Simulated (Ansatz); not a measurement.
Relaxation of B2BrH3Si (7 atoms, charge 0, multiplicity 1), to a largest force component of 0.02 eV/Å in at most 50 steps.

The calculation used UKS B3LYP/def2-SVP (Ansatz).

```xyz
7
Properties=species:S:1:pos:R:3:forces:R:3
Br -1.673 -2.527 0.288 -2.10 -11.87 5.43
B -0.502 -0.911 0.117 6.92 3.19 0.86
B 1.116 -0.230 0.197 0.68 -2.93 0.22
Si -0.186 0.919 -0.238 -2.14 1.44 0.51
H 2.304 -0.398 0.393 -0.45 -0.15 0.08
H -0.693 1.813 0.853 -0.50 0.69 -0.60
H -1.479 -1.442 -0.249 -2.42 9.64 -6.50
```

Task: Where does it end, and by what steps?

Result: The forces met the threshold. After 14 steps the energy has fallen by 6.352 eV; H7 moved furthest, 1.20 Å. The start is strongly strained (largest force component 12 eV/Å), so its close contacts needn't be bonds. Parted: Br1–H7 (1.23 → 2.59 Å). Joined: Si4–H7 (2.69 → 1.67 Å).

```tsv
step	energy less start (eV)	largest force component (eV/Å)	accepted
0	0.0000	11.872	yes
1	-2.8154	4.267	yes
2	-3.6974	2.036	yes
3	-4.1073	2.464	yes
4	-4.7130	2.741	yes
5	-5.3753	2.551	yes
6	-6.0520	1.363	yes
7	-6.2763	0.721	yes
8	-6.3018	0.625	yes
9	-6.3374	0.302	yes
10	-6.3357	0.540	no
11	-6.3495	0.057	yes
12	-6.3512	0.062	yes
13	-6.3518	0.030	yes
14	-6.3519	0.013	yes
```

```xyz
7
Properties=species:S:1:pos:R:3
Br -1.223 -2.903 0.003
B -0.401 -1.166 0.137
B 1.071 -0.488 0.207
Si -0.205 0.843 0.280
H 2.244 -0.695 0.212
H -1.202 1.956 0.343
H -1.396 -0.324 0.179
```

The run took 46 s on 2 threads of Intel(R) Xeon(R) Platinum 8488C (Sapphire Rapids), on a shared host, peak memory 0.3 GiB.
